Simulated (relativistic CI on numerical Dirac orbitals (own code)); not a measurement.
Mo+: L2,3 absorption edge

Computed with this model: Dirac-Coulomb-Breit CI, orbitals from a KLI potential per configuration, a model potential for QED, valence Slater integrals scaled by 0.8, multiplet model of core-to-valence dipole absorption; configurations [Kr] 4d5 → [He] 2s2 2p5 3s2 3p6 3d10 4s2 4p6 4d6; 300 K; Lorentzian 1.6 eV and Gaussian 0.5 eV FWHM. Energies are those of the free ion, without screening or charge transfer. The branching ratio is the share of the lower-energy edge in the whole absorption, uncertain by about 0.02 where the edges overlap. S is read from ⟨S²⟩ = S(S + 1).

Field parameters in Wybourne normalisation: Td as Oh with Dq negative (B⁴₀ = 21Dq, B⁴₄ = √(5/14) B⁴₀). The field is a parameter set, without covalency.

Computed curve for Td, 10Dq = -11150 cm⁻¹, scaled to 100 at the maximum (points under 2 are left out and the grid is thinned):

```tsv
Energy (eV)	Intensity
2515.75	2.1
2516.25	2.4
2516.50	2.6
2517.00	3.1
2517.25	3.5
2517.75	4.3
2518.00	4.8
2518.50	6.1
2518.75	7.1
2519.25	9.7
2519.50	11.6
2520.00	17.6
2520.25	22.3
2520.75	37.0
2521.00	46.6
2521.50	63.0
2521.75	68.8
2522.25	84.0
2522.50	93.9
2523.00	97.4
2523.50	70.1
2523.75	54.6
2524.25	32.0
2524.50	24.9
2525.00	15.9
2525.25	13.1
2525.75	9.2
2526.00	7.9
2526.50	6.0
2526.75	5.3
2527.25	4.2
2527.50	3.8
2528.00	3.1
2528.25	2.8
2528.75	2.4
2529.00	2.2
2623.25	2.0
2623.50	2.3
2624.00	3.0
2624.25	3.5
2624.75	4.9
2625.25	7.5
2625.50	9.5
2626.00	16.1
2626.25	20.4
2626.75	27.6
2627.00	29.5
2627.50	34.1
2627.75	37.5
2628.25	38.4
2628.50	33.6
2629.00	20.6
2629.25	15.6
2629.75	9.3
2630.00	7.4
2630.50	5.0
2630.75	4.2
2631.25	3.1
2631.50	2.7
2632.00	2.1
```

The ground state has S = 2.49, and the centroid lies at 2552.81 eV.
